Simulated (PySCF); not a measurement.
## Radial density of Xe²⁶⁺ (xenon, charge +26)

UHF, [Ar] 3d10, closed-shell 1S. All numbers are calculated (PySCF 2.14, scalar relativity by spin-free X2C-1e, in an even-tempered Gaussian basis (19 s from 3.4 bohr⁻², ratio 2.5; 13 p from 4.4 bohr⁻², ratio 2.5; 8 d from 4.4 bohr⁻², ratio 2.5; 4 f from 22 bohr⁻², ratio 2.7; 3 g from 32 bohr⁻², ratio 2.7)).

| r (bohr) | 4πr²ρ (e/bohr) |
| --- | --- |
| 0.0196 | 70.41 |
| 0.0330 | 60.63 |
| 0.0555 | 73.74 |
| 0.0934 | 87.49 |
| 0.157 | 61.38 |
| 0.264 | 70.30 |
| 0.445 | 19.38 |
| 0.748 | 0.2842 |
| 1.26 | 0.0001537 |

Densities and radii are taken from the X2C orbitals without a picture-change correction, which distorts them close to the nucleus.
